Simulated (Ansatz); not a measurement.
Geometry optimisation, RKS r2SCAN/def2-SVP (Ansatz 0.2.0).

Input:

```yaml
crystal:
  periodic: [false, false, false]
  atoms:
    - { symbol: C, position_ang: [0.14, 0.9985, -0.6455] }
    - { symbol: B, position_ang: [-0.2924, -0.3996, -0.1074] }
    - { symbol: "N", position_ang: [-0.0569, -0.7506, 1.337] }
    - { symbol: Cl, position_ang: [-1.0002, -1.6148, -1.2429] }
    - { symbol: H, position_ang: [0.8227, 0.9334, -1.5048] }
    - { symbol: H, position_ang: [0.5421, 1.6694, 0.1514] }
    - { symbol: H, position_ang: [-0.7957, 1.5513, -1.027] }
    - { symbol: H, position_ang: [-0.92643, -1.05143, 1.75925] }
    - { symbol: H, position_ang: [0.18385, 0.16429, 1.87869] }
basis:
  gaussian: { orbitals: def2-SVP }
hamiltonian:
  xc: r2scan
relax:
  f_tol: 0.015
  max_steps: 40
output:
  orbitals: {}
```

Run as:

```bash
$ ansatz run input.yaml --threads 2 --pin off --max-ram 3072MiB --backend cpu --events-out ev --progress --plain --runs-dir out
```

Q: Where does it end, and by what steps?

A: It converged. The force dipped under the threshold on the way, but the program's further checks kept it going. After 10 steps the energy has fallen by 0.702 eV; H8 moved furthest, 0.50 Å.

| step | energy less start (eV) | largest force component (eV/Å) | accepted |
| --- | --- | --- | --- |
| 0 | 0.0000 | 3.106 | yes |
| 1 | -0.3840 | 1.774 | yes |
| 2 | -0.6476 | 0.456 | yes |
| 3 | -0.6606 | 0.408 | yes |
| 4 | -0.6745 | 0.339 | yes |
| 5 | -0.6985 | 0.051 | yes |
| 6 | -0.7007 | 0.099 | yes |
| 7 | -0.7007 | 0.151 | no |
| 8 | -0.7014 | 0.051 | yes |
| 9 | -0.7017 | 0.005 | yes |
| 10 | -0.7017 | 0.013 | yes |

```xyz
9
Properties=species:S:1:pos:R:3
C 0.132 1.061 -0.682
B -0.371 -0.279 -0.042
N -0.290 -0.570 1.321
Cl -1.099 -1.535 -1.102
H 0.892 0.855 -1.455
H 0.565 1.762 0.049
H -0.696 1.572 -1.202
H -0.620 -1.441 1.720
H 0.104 0.076 1.993
```

Time of the run: 28 s on 2 threads of Arm Neoverse V1 (shared host), peak memory 0.16 GiB.
